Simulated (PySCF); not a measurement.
Exercise with solution: chemical shift, span and skew from a shielding tensor

C3H8BrNSi, SMILES C=C[Si](C)(N)Br. Atoms are numbered in the order given.

```xyz
14

C      2.4226     1.4652    -1.0004
C      1.4521     0.5725    -1.2364
Si    -0.1931     0.5905    -0.3635
C     -0.3652     1.9547     0.9004
N     -1.4502     0.7159    -1.5396
Br    -0.3005    -1.3805     0.7930
H      2.3013     2.2772    -0.2748
H      3.3881     1.4284    -1.5173
H      1.6451    -0.2248    -1.9669
H     -1.3478     1.8976     1.3944
H     -0.2762     2.9405     0.4169
H      0.4064     1.8646     1.6797
H     -2.4159     0.7535    -1.2227
H     -1.3854     0.1487    -2.3810
```
Charge 0, spin multiplicity 1.

Geometry optimised at B3LYP-D3(BJ)/def2-SVP. Other conformers were not sampled.

GIAO shieldings from HF/pcSseg-1 (PySCF), non-relativistic, no solvent. The symmetric part of the tensor of C4 has the principal values 178.4, 190.1, 199.2 ppm. The same nucleus in TMS has σ = 192.6 ppm at this level (PySCF, at its B3LYP-D3(BJ)/def2-TZVP geometry). Without spin–orbit terms, shifts of atoms bonded to Cl or Br come out too high.

### Question
Work out the isotropic shielding, the ¹³C shift against TMS, the span and the skew.

### Answer

σ(iso) = (σ11 + σ22 + σ33)/3 = 189.2 ppm. δ = σ(ref) − σ(iso) = 192.6 − (189.2) = 3.4 ppm.
Span Ω = σ33 − σ11 = 20.8 ppm. Skew κ = 3(σ(iso) − σ22)/Ω = -0.12. Tumbling in solution averages the tensor to δ; in a static solid the shielding alone would spread this spin-1/2 line over Ω.
